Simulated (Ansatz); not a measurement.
Reactions of CH$_{4}$Cl$_{2}$OSeSn (`C[O][Sn]([Cl])([Cl])[SeH]`).

Isolated molecules relaxed with PBE0-D4/def2-TZVP in Ansatz; ΔE leaves out vibrations. CCSD(T)/CBS is the MP2 limit (def2-TZVPP, def2-QZVPP) plus CCSD(T) − MP2 in def2-TZVPP, frozen cores. This one scheme is used for every species. Double bonds are as drawn, so ΔE can hold a change between cis and trans. Functionals use def2-TZVPP. Elements past krypton have def2 core potentials. For Se, Sn outer-core shells are correlated without core-valence functions, which leaves a few kJ/mol of doubt a bond. Scalar relativity is left out up to krypton. Each species was taken in one conformer, which may not be the lowest.

```
                                                                                          reaction  ωB97X-V (eV)  r2SCAN-D4 (eV)  CCSD/CBS(def2) (eV)
                        `C[O][Sn]([Cl])([Cl])[SeH]` + `OPO` → `OP(O)[SeH]` + `C[O][SnH]([Cl])[Cl]`          0.51            0.41                 0.59
                            `C[O][Sn]([Cl])([Cl])[SeH]` + `BN` → `NB[SeH]` + `C[O][SnH]([Cl])[Cl]`          0.15            0.16                 0.21
        `C[O][Sn]([Cl])([Cl])[SeH]` + `C/C(S)=C/O` → `C[O][Sn]([OH])([Cl])[Cl]` + `C/C(S)=C\[SeH]`          0.45            0.48                 0.43
`C[O][Sn]([Cl])([Cl])[SeH]` + `C[SiH2][SiH2]S` → `C[SiH2][SiH2][SeH]` + `C[O][Sn]([SH])([Cl])[Cl]`          0.12            0.12                 0.12
```

Question: Give the CCSD(T)/CBS values in the same order. (Best estimate.)

Answer: The calculation gave: 0.57, 0.22, 0.40, 0.12 eV.

Largest T1 diagnostic: 0.013, for `OPO`.
